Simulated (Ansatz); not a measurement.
Ideal-gas functions of CF2GaNO (`O=C=[N][Ga]([F])[F]`) at 800 K and 1 bar, from an Ansatz frequency run at PBE0-D4/def2-TZVP.

Molar mass 149.74 g/mol, point group Cs (symmetry number 1), electronic degeneracy 1, moments of inertia 83.346, 368.301, 451.647 u Å². Harmonic wavenumbers (cm⁻¹, unscaled): 51, 59, 184, 194, 198, 518, 647, 669, 713, 744, 1463, 2375.

Use S(trans) = R[1.5 ln M + 2.5 ln T − 1.1517]; rotational temperatures θ = 24.2544 K / I; S(rot) = R[ln(√π/σ · √(T³/θAθBθC)) + 1.5]; for each mode x = 1.438777 ν̃/T, S = R[x/(eˣ − 1) − ln(1 − e⁻ˣ)] and H = RT x/(eˣ − 1); 1 cm⁻¹ = 0.0119627 kJ/mol; R = 8.31446 J/(mol·K).

By hand: the entropy, in J/(mol·K).

Translation 191.8. Rotation: θ = 0.291, 0.0659, 0.0537 K, giving 129.2. Vibration, mode by mode: 28.18, 26.97, 17.55, 17.11, 16.94, 9.20, 7.51, 7.26, 6.79, 6.49, 2.32, 0.62, in all 146.9. Electronic 0.0. Sum 467.9 J/(mol·K).

By hand: H − E and G − E in kJ/mol, counted from the electronic energy.

Zero-point energy ½ × 7815 × 0.0119627 = 46.7; thermal vibration 48.5; translation, rotation and pV give 4 RT = 26.6. H − E = 121.8 kJ/mol, and G − E = 121.8 − 800 × 467.9/1000 = -252.5 kJ/mol.

Vibration gives 31 % of the entropy, 55.2 J/(mol·K) of it from the modes under 150 cm⁻¹: soft modes count most, and the harmonic formula is weakest for them. The sum counts one conformer and one mirror image; others add a mixing term.
